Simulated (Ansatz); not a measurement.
Reaction (ligand exchange at the Si–C bond): `C[SiH2]Cl` + `[SiH3]S` → `[SiH3]S[SiH2]Cl` + CH₄

Computed with Ansatz on PBE0-D4/def2-TZVP structures; ΔE is electronic, products minus reactants. CCSD(T)/CBS adds triple-zeta CCSD(T) − MP2 to the extrapolated MP2 energy (def2 sets, frozen cores). This one scheme is used for every species. DFT in def2-TZVPP. Each species was taken in one conformer, which may not be the lowest.

| level | ΔE (eV) |
| --- | --- |
| PBE-D4 | -0.74 |
| PBE0-D4 | -0.73 |
| HF/def2-QZVPP | -0.59 |
| SCS-MP2/def2-QZVPP | -0.72 |

Problem. What does CCSD(T)/CBS give? (Best estimate.)

Solution. Ansatz gave: -0.72 eV. The listed levels differ from it by -0.02, -0.01, 0.13, 0.00 eV.

Largest T1 diagnostic among the species: 0.011.

In def2-TZVPP, CCSD(T) changes the Hartree–Fock value by −0.08 eV (the triples alone add −0.03 eV) and MP2 by −0.15 eV. The D4 term adds −0.11 eV with B3LYP and −0.06 eV with PBE0; it sums over pairs of atoms, weighted by their polarisabilities, and B3LYP, whose exchange is more repulsive, gets the larger term.

B3LYP here is the variant with VWN-RPA as its local correlation; programs differ in this.
